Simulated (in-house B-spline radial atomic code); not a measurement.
**Mg: [Ne] 3s1 4p1 (an excited or competing configuration)**

Computed with a radial B-spline atomic code at the basis-set limit: non-relativistic r2SCAN0, spin-polarised, spherical fractional occupations, exact exchange averaged over the configuration, point nucleus.

Z_r = [3n² - l(l+1)]/(2<r>); Z_e = n√(-2ε); the last column is Slater's effective charge. Values are occupation-weighted means over spin.

| shell | electrons | ε (eV) | <r> (bohr) | Z_r | Z_e | Slater |
| --- | --- | --- | --- | --- | --- | --- |
| 1s | 2 | -1289.3 | 0.1308 | 11.47 | 9.73 | 11.70 |
| 2s | 2 | -93.533 | 0.6943 | 8.64 | 5.24 | 7.85 |
| 2p | 6 | -57.638 | 0.6853 | 7.30 | 4.12 | 7.85 |
| 3s | 1 | -9.9814 | 2.807 | 4.81 | 2.57 | 3.20 |
| 4p | 1 | -1.3004 | 10.81 | 2.13 | 1.24 | 1.15 |

The least bound orbital is 4p up at -1.3 eV, and it is also the most diffuse (<r> = 10.81 bohr).
